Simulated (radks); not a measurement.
Results of a calculation; reference values are marked as such.
Problem. Successive ionisation energies (eV) of one element, from differences of total energies of ions in their ground configurations, starting at charge 22: 701.51, 756.61, 792.86, 883.07, 919.98, 1592.7, 1676.7, 1762.1, 1849.1, 1937.5, 2027.5, 2137.5, 2231.3, 2326.6, 2423.2, 2688.7, 2774.6, 2861.0, 2947.8, 3128.4, 3218.8, 3407.4. Code: a radial shooting solver on a logarithmic mesh with Libxc functionals. Model: Dirac Kohn-Sham, BLYP, spin-unpolarised, spherical densities, finite nucleus; open shells fill j = l - 1/2 first; Fermi nuclear charge, rms radius 4.8041 fm. Which element is it?

Solution. Caesium (Z = 55). The first species listed is Cs22+ in [Ar] 3d10 4s2 4p3, the last Cs43+ in [Ne] 3s2.
